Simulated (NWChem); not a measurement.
System: SiN₂H₄, singlet; SMILES N[Si]N

The following NWChem deck was run.

```
start job
memory heap 200 mb stack 900 mb global 1100 mb
geometry units angstroms noautosym nocenter noautoz
  Si     0.000000     0.000000    -0.667003
  N      1.334271     0.000000     0.456442
  H      1.302595     0.000000     1.481550
  H      2.296349     0.000000     0.111730
  N     -1.334271     0.000000     0.456442
  H     -2.296349     0.000000     0.111730
  H     -1.302595     0.000000     1.481550
end
basis spherical
  * library 6-31g*
end
dft
  xc m05-2x
  iterations 150
end
cosmo
  do_cosmo_smd true
  solvent water
end
task dft energy
```

Low-valent species are run as closed-shell singlets; no triplet was tried in these runs. Structure relaxed at the PBE-D3(BJ)/def2-SVP level. Solvent: water.

Level: M05-2X/6-31G* with SMD (1 M gas to 1 M solution), gas-phase geometry. Reactions with the solvent are ignored.

What results follow from this input? (M05-2X/6-31G* (spherical d), SMD on the gas-phase geometry.) Quantities: solvation free energy (kcal/mol); cavity-dispersion-structure term (kcal/mol); dipole in solution (D).


| Property | Value |
|---|---|
| solvation free energy (kcal/mol) | -5.0 |
| cavity-dispersion-structure term (kcal/mol) | 2.7 |
| dipole in solution (D) | 3.05 |
